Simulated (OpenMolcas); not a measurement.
**Ge+: effect of the IPEA shift**

| Property | Result |
| --- | --- |
| Program | OpenMolcas |
| Basis | ANO-RCC-VTZP [6s5p3d1f] |
| Scalar Hamiltonian | DKH2, point nucleus |
| Active space | 3 electrons in 8 orbitals (4s 4p 5s 5p) |
| State averaging | 2S+1 = 4 odd, 1 root (0 in the spin-orbit step); 2S+1 = 2 odd, 6 roots; 2S+1 = 4 even, 3 roots; 2S+1 = 2 even, 6 roots |
| Spin-orbit coupling | state interaction with AMFI integrals over the reference wave functions, term energies averaged over their components |

Methods on the same reference wave functions:
A. CASSCF
B. MS-CASPT2, IPEA 0 Eh, imaginary shift 0.1 Eh (closed shells correlated: 3d)
C. MS-CASPT2, IPEA 0.25 Eh, imaginary shift 0.1 Eh (closed shells correlated: 3d)

Energies in cm⁻¹ above 4s² 4p ²P°_1/2, the measured ground level; measured values from NIST Handbook of Basic Atomic Spectroscopic Data.

```json
{"Level": "4s² 4p ²P°_1/2", "A": "0.0", "B": "0.0", "C": "0.0", "Measured": "0.0"}
{"Level": "4s² 4p ²P°_3/2", "A": "1526", "B": "1579", "C": "1576", "Measured": "1767"}
{"Level": "4s 4p² ⁴P_1/2", "A": "44992", "B": "49470", "C": "49370", "Measured": "51576"}
{"Level": "4s 4p² ⁴P_3/2", "A": "45549", "B": "50030", "C": "49930", "Measured": "52291"}
{"Level": "4s 4p² ⁴P_5/2", "A": "46467", "B": "50930", "C": "50840", "Measured": "53367"}
```

Deviations, from unrounded energies. A percentage is the sum of absolute deviations over the sum of measured energies, with the sign that they share, or ± where signs differ.

```tsv
Against measurement	Levels	A	B	C
mean absolute deviation (cm-1)	4	5100	1700	1800
fine structure of the ground term (%)	1	-13.6	-10.7	-10.8
other configurations (%)	3	-12.9	-4.3	-4.5
```

B, C lie about equally close to measurement and A furthest from it. The largest miss of B in the table is 4s 4p² ⁴P_5/2, by -2400 cm-1. The ranking rests on the paired levels alone, and a cruder setting can come out closer through cancelling errors.

Between B and C the level of the table that moves most is 4s 4p² ⁴P_1/2, by 96 cm-1 (lowest in C, highest in B). Moves below CASPT2's spread within the term are not significant.

The lowest spin-free term lies below A's lowest term by 0.413 hartree in B, 0.411 hartree in C.

CASPT2 does not keep the components of a term degenerate, so their means are used; among the terms shown or strongly mixed into the levels shown the widest spread is 18 cm-1 (4s 4p² ⁴P, C). Over all roots computed the reference weight is 0.89 to 0.97 in B, 0.90 to 0.97 in C; the roots of lowest weight are the least certain, and an intruder state may touch them. Some high roots are left out of the spin-orbit mixing, which shifts the levels that they would mix with. The run also gave levels led by 4s² 5p, 4s² 5s, which use shells meant for correlation; these and all levels above them are left out. Terms of s pⁿ other than that of highest spin mix with s² pⁿ⁻² d, which this space lacks; all of them can be thousands of cm-1 off, and some have no real level of that name. Without dynamic correlation excited terms often stand tens of per cent too high (terms of higher spin than the ground term too low), and those without a measured partner can miss by more than the paired ones (holds for A). Computed and measured levels are paired by configuration, term and J; levels that our copy of the source lacks, or whose pairing is in doubt (as where it misses far off the trend of its configuration), stay unpaired and out of the deviations. Levels of configurations outside the active space are missing. Levels that lie high or do not pair safely by name in every column are left out.

° marks odd parity.
